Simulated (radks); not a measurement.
Species: Cu I. Configuration: [Ne] 3s2 3p4 3d10 4s1 4p2 (not the ground configuration). Method: scalar-relativistic Kohn-Sham, TASK exchange with Perdew-Wang LDA correlation, spin-polarised, spherical densities, finite nucleus; open shells are filled with parallel spins first; meta-GGA in the generalised Kohn-Sham scheme; Fermi nuclear charge, rms radius 3.8823 fm; computed with a radial shooting solver on a logarithmic mesh with Libxc functionals. Some entries of the table are withheld. Estimate them.

orbital  occ.  eigenvalue (hartree)  <1/r> (bohr^-1)  <r^2> (bohr^2)
1s up       1             -327.3326            29.13        0.003668
1s down     1             -327.2626            29.13        0.003667
2s up       1             -40.26022            6.340         0.06541
2s down     1             -40.21506            6.339         0.06535
2p up       3             -34.86161            6.215         0.05229
2p down     3             -34.78454            6.212         0.05229
3s up       1              -5.09517              (1)          0.5735
3s down     1              -4.96283              (2)          0.5807
3p up       3                   (3)            1.878          0.6351
3p down     1                   (4)            1.862          0.6442
3d up       5                   (5)            1.531          0.9643
3d down     5                   (6)            1.526          0.9473
4s up       1              -0.41512           0.5380           6.888
4p up       2              -0.15827           0.4205           10.92

Answer. 
(1) 3s up <1/r> (bohr^-1): 2.022
(2) 3s down <1/r> (bohr^-1): 2.007
(3) 3p up eigenvalue (hartree): -3.46481
(4) 3p down eigenvalue (hartree): -3.32673
(5) 3d up eigenvalue (hartree): -0.80868
(6) 3d down eigenvalue (hartree): -0.67085
